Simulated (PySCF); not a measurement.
# Electron correlation in Ni⁺ (nickel, charge +1)

[Ar] 3d8 4s1, 4s spin antiparallel (an excited configuration). Computed with PySCF 2.14 in x2c-QZVPPall with one added diffuse shell each of s, p, d, f, g type (12s8p7d5f3g, 133 functions), with the spin-free X2C one-electron Hamiltonian (Gaussian nucleus). Frozen: [Ne]; 17 electrons correlated.

MP2 pair energies summed by pair of shells (mhartree):

```csv
pair,energy,share (%)
3d-3d,-277.64,41.6
3p-3d,-217.14,32.5
3p-3p,-55.66,8.3
3s-3d,-49.83,7.5
3s-3p,-29.20,4.4
3d-4s,-27.91,4.2
3p-4s,-5.48,0.8
3s-3s,-4.71,0.7
3s-4s,-0.50,0.1
```

Total MP2 correlation energy: -668.07 mhartree.

Same-spin part -216.56 and opposite-spin part -451.52 mhartree; SCS-MP2 scales them by 1/3 and 6/5 to -614.00 mhartree.

This basis was not built for core-valence correlation, so the inner-shell part is incomplete.
